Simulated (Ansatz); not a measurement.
Computed with Ansatz on PBE0-D4/def2-TZVP structures; ΔE is electronic, products minus reactants. CCSD(T)/CBS adds triple-zeta CCSD(T) − MP2 to the extrapolated MP2 energy (def2 sets, frozen cores). Double bonds are as drawn, so ΔE can hold a change between cis and trans. Functionals use def2-TZVPP. Each species was taken in one conformer, which may not be the lowest.

`B/N=C\OCC` → `C/N=C(\C)BO`  (isomerisation)

```
         level  ΔE (kcal/mol)
     r2SCAN-D4          -17.5
       ωB97M-V          -20.2
           PBE          -16.0
        r2SCAN          -17.3
 HF/def2-TZVPP          -18.5
MP2/def2-QZVPP          -23.3
  HF/CBS(def2)          -18.5
CCSD/CBS(def2)          -22.5
```

Task: What does CCSD(T)/CBS give? (An estimate is asked.)

Result: Ansatz gave: -22.6 kcal/mol. The listed levels differ from it by 5.1, 2.4, 6.6, 5.3, 4.1, -0.7, 4.1, 0.1 kcal/mol.

Largest T1 diagnostic among the species: 0.014.

From PBE to PBE0 (25 % exact exchange), in def2-TZVPP and without D4, ΔE moves by −1.8 kcal/mol. In def2-TZVPP, CCSD(T) changes the Hartree–Fock value by −3.5 kcal/mol (the triples alone add −0.1 kcal/mol) and MP2 by −4.4 kcal/mol. The D4 term adds −1.4 kcal/mol with B3LYP and −0.7 kcal/mol with PBE0; it sums over pairs of atoms, weighted by their polarisabilities, and B3LYP, whose exchange is more repulsive, gets the larger term.

B3LYP here is the variant with VWN-RPA as its local correlation; programs differ in this.
